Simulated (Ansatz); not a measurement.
SeOF2. The state is a singlet with charge 0. Geometry PBE-D4/def2-TZVP; atoms count from 1.

```xyz
4

Se    0.131    0.572   -0.091
O    -0.937    0.521    1.100
F     1.363   -0.631    0.353
F    -0.557   -0.462   -1.362
```

Question: Estimate the Mulliken populations from the PBE0/def2-TZVP orbitals of Ansatz.

Answer: 
| atom | charge (e) |
| --- | --- |
| Se1 | 1.02 |
| O2 | -0.44 |
| F3 | -0.29 |
| F4 | -0.29 |
Mulliken values depend strongly on the basis.

Question: And the Mayer bond orders between heavy atoms (over 0.3)?

Answer: Se1–O2 1.96 (1.60 Å); Se1–F3 0.92 (1.78 Å); Se1–F4 0.92 (1.78 Å).
